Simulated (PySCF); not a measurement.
Species: SiH2Me(NCO), C2H5NOSi.
SMILES: `[H][Si]([H])(C)N=C=O`

The closed-shell ground state was solved at several levels (PySCF, density fitting, gas phase, non-relativistic). Isolated species at its PBE0-D3(BJ)/def2-SVP geometry, gas phase.

| level | basis functions | HOMO (eV) | LUMO (eV) | gap (eV) | dipole (D) |
| --- | --- | --- | --- | --- | --- |
| wB97X-D/def2-SVPD | 147 | -10.38 | 1.84 | 12.22 | 2.83 |
| wB97X-D/pcSseg-1 | 117 | -10.36 | 2.38 | 12.74 | 2.76 |

**Question.** What might PBE0/pcSseg-1 (117 basis functions) give for the same quantities?

**Answer.** HOMO -8.49 eV, LUMO 0.59 eV, gap 9.08 eV, dipole 2.74 D.

**Question.** Over all these levels, which gives the widest orbital gap and which the narrowest?

**Answer.** wB97X-D/pcSseg-1 (range-separated hybrid) has the widest, 12.74 eV, and PBE0/pcSseg-1 (global hybrid, 25 % exact exchange) the narrowest, 9.08 eV. The two share the basis. From the narrowest to the widest the HOMO moves by -1.87 eV and the LUMO by +1.79 eV.

**Question.** How far do the dipole and the HOMO energy spread over the levels?

**Answer.** The dipole runs from 2.74 to 2.83 D (mean 2.78 D) and the HOMO from -10.38 to -8.49 eV.
